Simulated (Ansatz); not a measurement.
H2AlO2, charge +1, singlet, geometry from GFN2-xTB (such geometries of metal compounds can be far from the true shape).

The Ansatz (a program for electronic structure) input:
Ansatz 0.2 input:
```yaml
crystal:
  periodic: [false, false, false]
  atoms:
    - {symbol: Al, position_ang: [0.00132080, 0.02336884, 0.00560416]}
    - {symbol: O, position_ang: [1.23746324, 0.11111106, -1.01695056]}
    - {symbol: H, position_ang: [1.88158776, 0.60380242, -1.53726831]}
    - {symbol: O, position_ang: [-1.24415863, -0.22957239, 0.98854196]}
    - {symbol: H, position_ang: [-1.84519501, 0.04009327, 1.69168308]}
basis:
  gaussian:
    orbitals: aug-pcseg-1.json
hamiltonian:
  xc: hf
total_charge: 1
```
The basis file holds aug-pcseg-1 in the JSON format of the Basis Set Exchange.

Problem. What does this run give for the number of basis functions, total energy?

Solution. 
- number of basis functions: 91
- total energy: -392.5809 Eh
